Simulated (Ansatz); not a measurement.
Basis-set extrapolation for C₂H₇AlOSi (`[CH2]1OC[SiH2][AlH]1`) (PBE0-D4/def2-TZVP geometry, frozen core, Ansatz). Multiplicity 1, RHF reference.

|  | def2-TZVPP | def2-QZVPP |
| --- | --- | --- |
| HF | -685.547531 | -685.570320 |
| MP2 correlation | -0.774860 | -0.830325 |
| CCSD(T) correlation | -0.859946 | not run |

Energies in hartree. Use E(X) = E(∞) + A·exp(−7.88·√X) for Hartree–Fock and E(X) = E(∞) + B·X^(−2.97) for correlation, with X = 3 and 4, and add CCSD(T) minus MP2 of the smaller set to the MP2 limit.

Task: What is the CCSD(T) energy at the basis-set limit?

Result: HF limit: -685.570320 + (-0.022789) × 0.13774 = -685.57346. MP2 limit: -0.830325 + (-0.055465) × 0.74074 = -0.87141. Higher-order term: -0.859946 − (-0.774860) = -0.08509. Total: -686.52996 hartree, 76.9 kcal/mol below CCSD(T)/def2-TZVPP.
